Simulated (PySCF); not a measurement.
Geometry:
```tsv
atom	x (Å)	y (Å)	z (Å)
C1	-3.057	0.316	1.353
C2	-1.746	0.390	0.577
Si3	-1.228	-1.240	-0.238
Si4	0.803	-0.940	-1.378
Si5	0.707	1.137	-2.461
Si6	2.569	-0.869	0.167
C7	2.192	0.399	1.512
H8	-3.896	0.021	0.703
H9	-3.002	-0.422	2.170
H10	-3.316	1.287	1.805
H11	-0.922	0.717	1.234
H12	-1.809	1.153	-0.219
H13	-2.292	-1.689	-1.194
H14	-1.079	-2.309	0.802
H15	1.023	-2.026	-2.388
H16	1.923	1.375	-3.298
H17	0.636	2.217	-1.425
H18	-0.506	1.252	-3.330
H19	2.758	-2.224	0.776
H20	3.840	-0.507	-0.541
H21	1.304	0.098	2.089
H22	3.037	0.491	2.212
H23	1.998	1.391	1.075
```

Geometry: PBE0-D3(BJ)/def2-SVP; GIAO shifts from PySCF 2.14, gas phase, non-relativistic, averaged over equivalent atoms.

At PBE0/pcSseg-1 (227 basis functions, 110 s wall time on 1 thread of an Arm Neoverse N1, shared host):
| atoms | δ (ppm) |
| --- | --- |
| C1 | 13.8 |
| C2 | 6.3 |
| C7 | -8.5 |
| Si3 | -58.8 |
| Si6 | -65.8 |
| Si5 | -106.5 |
| Si4 | -134.9 |
| H19 | 4.16 |
| H20 | 4.12 |
| H13 | 4.02 |
| H14 | 3.96 |
| H16/H17/H18 | 3.62 |
| H15 | 3.06 |
| H8/H9/H10 | 1.16 |
| H12 | 0.57 |
| H11 | 0.55 |
| H21/H22/H23 | 0.24 |

δ = σ(ref) − σ, references computed at the same level: ¹³C (184.41 ppm) and ²⁹Si (351.99 ppm) and ¹H (31.27 ppm) vs TMS.

Q: Estimate the result of repeating the calculation with KT3/pcSseg-1.

A: 
```
      atoms  δ at KT3/pcSseg-1  change
         C1               15.6    +1.8
         C2                9.3    +3.0
         C7               -7.0    +1.5
        Si3              -56.3    +2.5
        Si6              -62.0    +3.8
        Si5             -101.8    +4.7
        Si4             -125.3    +9.6
        H19               4.06   -0.10
        H20               4.03   -0.09
        H13               3.91   -0.11
        H14               3.85   -0.11
H16/H17/H18               3.52   -0.10
        H15               3.01   -0.05
  H8/H9/H10               1.19   +0.03
        H12               0.71   +0.14
        H11               0.69   +0.14
H21/H22/H23               0.27   +0.03
```

References, each an isolated molecule treated in the same way: TMS for ¹³C (182.31 ppm) and ²⁹Si (365.51 ppm) and ¹H (31.32 ppm).

The largest change is at Si4 (silicon bonded to 3 Si, H). Cost: 227 basis functions, 100 s wall time on 1 thread of an Arm Neoverse N1, shared host. The order of the carbon signals is the same at both levels.
